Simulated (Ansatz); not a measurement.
C$_{2}$H$_{8}$NO$_{2}$Sc (`C[N](C)[Sc]([OH])[OH]`) at its PBE0-D4/def2-TZVP geometry, where that method's forces vanish. Charge 0, multiplicity 1.

```json
{"atom": "C1", "x (Å)": "1.116", "y (Å)": "1.186", "z (Å)": "-0.634"}
{"atom": "N2", "x (Å)": "0.348", "y (Å)": "0.264", "z (Å)": "0.165"}
{"atom": "C3", "x (Å)": "0.785", "y (Å)": "0.260", "z (Å)": "1.539"}
{"atom": "Sc4", "x (Å)": "-1.130", "y (Å)": "-0.860", "z (Å)": "-0.538"}
{"atom": "O5", "x (Å)": "-1.971", "y (Å)": "-1.979", "z (Å)": "0.717"}
{"atom": "O6", "x (Å)": "-1.502", "y (Å)": "-0.663", "z (Å)": "-2.371"}
{"atom": "H7", "x (Å)": "0.773", "y (Å)": "1.179", "z (Å)": "-1.673"}
{"atom": "H8", "x (Å)": "1.033", "y (Å)": "2.220", "z (Å)": "-0.262"}
{"atom": "H9", "x (Å)": "2.188", "y (Å)": "0.934", "z (Å)": "-0.634"}
{"atom": "H10", "x (Å)": "0.195", "y (Å)": "-0.443", "z (Å)": "2.133"}
{"atom": "H11", "x (Å)": "0.688", "y (Å)": "1.254", "z (Å)": "2.004"}
{"atom": "H12", "x (Å)": "1.844", "y (Å)": "-0.031", "z (Å)": "1.632"}
{"atom": "H13", "x (Å)": "-2.520", "y (Å)": "-2.606", "z (Å)": "1.177"}
{"atom": "H14", "x (Å)": "-1.847", "y (Å)": "-0.716", "z (Å)": "-3.256"}
```

Task: For each bond, give half the difference of the two atoms' forces along it (eV/Å; positive pushes the atoms apart) under PBE-D4, r2SCAN-D4, B3LYP-D4, ωB97M-V in def2-TZVPP. (Best estimate.)

Result: Computed: 
```json
{"bond": "C1–N2", "length (Å)": "1.442", "PBE-D4": "0.08", "r2SCAN-D4": "0.13", "B3LYP-D4": "0.18", "ωB97M-V": "0.24"}
{"bond": "C1–H7", "length (Å)": "1.094", "PBE-D4": "0.07", "r2SCAN-D4": "-0.06", "B3LYP-D4": "-0.12", "ωB97M-V": "-0.08"}
{"bond": "C1–H8", "length (Å)": "1.102", "PBE-D4": "0.11", "r2SCAN-D4": "-0.04", "B3LYP-D4": "-0.08", "ωB97M-V": "-0.13"}
{"bond": "C1–H9", "length (Å)": "1.102", "PBE-D4": "0.11", "r2SCAN-D4": "-0.04", "B3LYP-D4": "-0.08", "ωB97M-V": "-0.13"}
{"bond": "N2–C3", "length (Å)": "1.442", "PBE-D4": "0.08", "r2SCAN-D4": "0.13", "B3LYP-D4": "0.18", "ωB97M-V": "0.24"}
{"bond": "N2–Sc4", "length (Å)": "1.985", "PBE-D4": "-0.01", "r2SCAN-D4": "0.00", "B3LYP-D4": "-0.02", "ωB97M-V": "-0.13"}
{"bond": "C3–H10", "length (Å)": "1.094", "PBE-D4": "0.07", "r2SCAN-D4": "-0.06", "B3LYP-D4": "-0.12", "ωB97M-V": "-0.08"}
{"bond": "C3–H11", "length (Å)": "1.102", "PBE-D4": "0.11", "r2SCAN-D4": "-0.04", "B3LYP-D4": "-0.08", "ωB97M-V": "-0.13"}
{"bond": "C3–H12", "length (Å)": "1.102", "PBE-D4": "0.11", "r2SCAN-D4": "-0.04", "B3LYP-D4": "-0.08", "ωB97M-V": "-0.13"}
{"bond": "Sc4–O5", "length (Å)": "1.881", "PBE-D4": "-0.12", "r2SCAN-D4": "0.05", "B3LYP-D4": "0.10", "ωB97M-V": "0.12"}
{"bond": "Sc4–O6", "length (Å)": "1.881", "PBE-D4": "-0.12", "r2SCAN-D4": "0.05", "B3LYP-D4": "0.10", "ωB97M-V": "0.12"}
{"bond": "O5–H13", "length (Å)": "0.952", "PBE-D4": "0.38", "r2SCAN-D4": "-0.02", "B3LYP-D4": "-0.06", "ωB97M-V": "-0.12"}
{"bond": "O6–H14", "length (Å)": "0.952", "PBE-D4": "0.38", "r2SCAN-D4": "-0.02", "B3LYP-D4": "-0.06", "ωB97M-V": "-0.12"}
```

B3LYP here is the variant with VWN-RPA as its local correlation; programs differ in this.
